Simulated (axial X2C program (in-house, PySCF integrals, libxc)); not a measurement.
**Spin–orbit effects down a group: homonuclear dimers (ions), HF**

Computed with an in-house all-electron X2C program for linear molecules (integrals from PySCF), spin-free (one-electron X2C) or two-component (2c: spin–orbit coupling with atomic mean-field Coulomb and Gaunt terms, which also bring small scalar terms), in Dyall basis sets with cores contracted in-house; open shells are unrestricted.

Basis sets: Al dyall-av3z, B dyall-av3z, Ga dyall-acv3z, In dyall-acv3z.

```
molecule   spin-free state  Re (Å)  ωe (cm⁻¹)  De (eV)  2c state  Re 2c (Å)  ωe 2c (cm⁻¹)  De 2c (eV)
     B₂⁻  M_S = 3/2, Λ = 0   1.613     1015.1     3.32   Ω = 3/2      1.613        1015.0        3.32
    Al₂⁻  M_S = 3/2, Λ = 0   2.591      321.2     1.60   Ω = 3/2      2.591         321.1        1.60
    Ga₂⁻  M_S = 3/2, Λ = 0   2.567      194.6     1.49   Ω = 3/2      2.568         194.4         n/a
    In₂⁻  M_S = 3/2, Λ = 0   2.914      134.2     1.29   Ω = 3/2      2.913         134.0         n/a
```

Fragments in 2c: B- + B, Al- + Al, Ga- + Ga, In- + In. Each entry is the lowest single determinant of a limited PBE0 search at one distance. De goes to single-determinant-based atoms at the same level (for ions the charge split of lowest energy) and is withheld (n/a) where an atom does not fit its ground term or J level. Main or longest-lived isotopes. One determinant is a doubtful description, or other states lie close, for B₂⁻, Al₂⁻, Ga₂⁻, In₂⁻; these need not be ground states, and all values refer to the states named. With several unpaired electrons the Ω given is that of one determinant, not necessarily of the lowest component. Some light 2c atoms are not at their ground J level, so De misses part of their lowering (0.04 eV or less).
